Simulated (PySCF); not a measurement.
B(H)(Cl)(Et) (C2H6BCl), SMILES ClBCC.

Coordinates come from a B3LYP-D3(BJ)/def2-SVP optimisation. One conformer was computed; it need not be the lowest.

All values below come from B3LYP-D3(BJ)/def2-SVP run with PySCF.

Frequencies are harmonic and unscaled.

Estimate the vibrational spectrum. (The exact figures need the calculation; the answer reports its results.)


| mode | ν (cm⁻¹) | IR (km/mol) | Raman (Å⁴/amu) | depolarisation | moving atoms (share of kinetic energy) |
|---|---|---|---|---|---|
| 1 | 55 | 0.2 | 0.9 | 0.71 | H 35 %, C 27 %, B 27 %, Cl 11 % |
| 2 | 209 | 0.3 | 0.4 | 0.63 | H 85 %, C 9 % |
| 3 | 231 | 0.5 | 0.7 | 0.74 | C 36 %, H 32 %, B 24 %, Cl 8 % |
| 4 | 341 | 3.9 | 3.7 | 0.37 | C 40 %, Cl 33 %, H 23 % |
| 5 | 541 | 0.1 | 1.2 | 0.59 | H 78 %, C 13 % |
| 6 | 802 | 52.6 | 8.2 | 0.23 | B 49 %, H 27 %, Cl 14 %, C 9 % |
| 7 | 827 | 18.4 | 1.8 | 0.73 | H 74 %, B 20 % |
| 8 | 922 | 40.0 | 2.0 | 0.30 | H 50 %, B 25 %, C 21 % |
| 9 | 979 | 4.5 | 1.1 | 0.52 | H 71 %, C 18 %, B 12 % |
| 10 | 1034 | 9.4 | 6.4 | 0.34 | C 50 %, H 44 % |
| 11 | 1054 | 13.0 | 2.4 | 0.66 | H 60 %, C 20 %, B 20 % |
| 12 | 1136 | 123.6 | 0.8 | 0.51 | H 64 %, B 21 %, C 15 % |
| 13 | 1238 | 2.9 | 5.8 | 0.73 | H 78 %, C 21 % |
| 14 | 1341 | 71.9 | 2.1 | 0.72 | H 45 %, C 42 %, B 13 % |
| 15 | 1396 | 9.2 | 9.4 | 0.74 | H 88 %, C 12 % |
| 16 | 1406 | 2.6 | 7.8 | 0.73 | H 85 %, C 15 % |
| 17 | 1474 | 8.9 | 16.8 | 0.75 | H 96 % |
| 18 | 1481 | 5.5 | 17.8 | 0.75 | H 97 % |
| 19 | 2623 | 120.2 | 95.7 | 0.18 | H 91 %, B 9 % |
| 20 | 2965 | 17.3 | 108.1 | 0.18 | H 94 % |
| 21 | 3029 | 31.7 | 131.3 | 0.00 | H 97 % |
| 22 | 3064 | 7.5 | 98.5 | 0.45 | H 92 %, C 8 % |
| 23 | 3106 | 23.9 | 78.1 | 0.74 | H 91 %, C 9 % |
| 24 | 3111 | 27.4 | 58.8 | 0.71 | H 91 %, C 9 % |
